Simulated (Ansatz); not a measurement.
Start from `CCSCc1ccccc1` and change one atom or group to get `[CH3][AlH][c]1ccccc1`.

Ansatz, PBE0-D4/def2-TZVP geometries, multiplicity 1. Each molecule was computed in one conformer, which needn't be the lowest.

| property | `CCSCc1ccccc1` |
| --- | --- |
| HOMO–LUMO gap (PBE0/def2-TZVPP) / eV | 5.77 |
| HOMO–LUMO gap (PBE/def2-TZVPP) / eV | 3.70 |
| HOMO energy (ωB97M-V/def2-TZVPP) / eV | -8.44 |
| size of the dipole moment (B3LYP/def2-TZVPP) / D | 1.44 |
| LUMO energy (PBE/def2-TZVPP) / eV | -1.36 |
| LUMO energy (ωB97M-V/def2-TZVPP) / eV | 1.50 |

Q: Give the same properties after the change, and the shifts. (An estimate is asked.)

A: Computed: 
```json
{"property": "HOMO–LUMO gap (PBE0/def2-TZVPP) / eV", "`[CH3][AlH][c]1ccccc1`": "5.96", "shift": "0.19"}
{"property": "HOMO–LUMO gap (PBE/def2-TZVPP) / eV", "`[CH3][AlH][c]1ccccc1`": "4.22", "shift": "0.52"}
{"property": "HOMO energy (ωB97M-V/def2-TZVPP) / eV", "`[CH3][AlH][c]1ccccc1`": "-9.39", "shift": "-0.95"}
{"property": "size of the dipole moment (B3LYP/def2-TZVPP) / D", "`[CH3][AlH][c]1ccccc1`": "0.78", "shift": "-0.66"}
{"property": "LUMO energy (PBE/def2-TZVPP) / eV", "`[CH3][AlH][c]1ccccc1`": "-2.12", "shift": "-0.76"}
{"property": "LUMO energy (ωB97M-V/def2-TZVPP) / eV", "`[CH3][AlH][c]1ccccc1`": "0.34", "shift": "-1.16"}
```

With PBE0 the HOMO falls by 1.06 eV and the LUMO falls by 0.87 eV, so the gap widens by about 0.19 eV. PBE moves the HOMO by -1.28 eV and ωB97M-V by -0.95 eV. Dipoles are sizes alone; their direction can turn.

B3LYP here is the variant with VWN-RPA as its local correlation; programs differ in this.
